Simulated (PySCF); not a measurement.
SMILES BCCC=O, singlet at its GFN2-xTB optimised geometry (Å):

```
12

B      1.2166    -1.2272    -0.0716
C      0.5141     0.1734     0.0000
C     -1.0208     0.1734     0.0000
C     -1.5621     1.5705     0.0000
O     -2.3837     2.0067     0.7561
H      0.5996    -2.2137    -0.1718
H      2.3837    -1.2695    -0.0333
H      0.8644     0.7039     0.8916
H      0.8686     0.7848    -0.8377
H     -1.4097    -0.3687     0.8627
H     -1.3814    -0.3167    -0.9083
H     -1.1173     2.2137    -0.7894
```

Method: B3LYP/def2-TZVP (PySCF). Cells within 0.4 Å of a nucleus heavier than hydrogen are left out (blank, or x).

Map of the electron localisation function on the plane z = 0.0 Å:

```
|00000000000000000000000000000|
|00000000000000000000000000000|
|00000000000000000000000000000|
|00001210000000000000000000000|
|00013431000010000000000000000|
|00024553101332000000000000000|
|00125664224663000000000000000|
|00125666446763000000000000000|
|001246775x3751000000000000000|
|00024578xxx530002210000000000|
|000134563xx741134431000000000|
|00001223699853356642000000000|
|00000002588567644652000000000|
|0000000145xx297xx342000000000|
|0000000145xx397xx452101331000|
|00000002466357768984368996100|
|00000001356533489965899999400|
|00000001233210267xx2999999700|
|00000000011000254xx1999999700|
|000000000000017992x4999999600|
|00000000000007999986899999400|
|00000000000049999995479996100|
|00000000000079999995224641000|
|00000000000069999994100000000|
|00000000000039999983000000000|
|00000000000003899851000000000|
|00000000000000123200000000000|
|00000000000000000000000000000|
|00000000000000000000000000000|
```
Scale: ten equal steps from 0.000 (start of '0') to 1.000 (end of '9'), in the order '0123456789'; x runs from -4.50 to 4.50, y from -4.50 (bottom) to 4.50 (top).
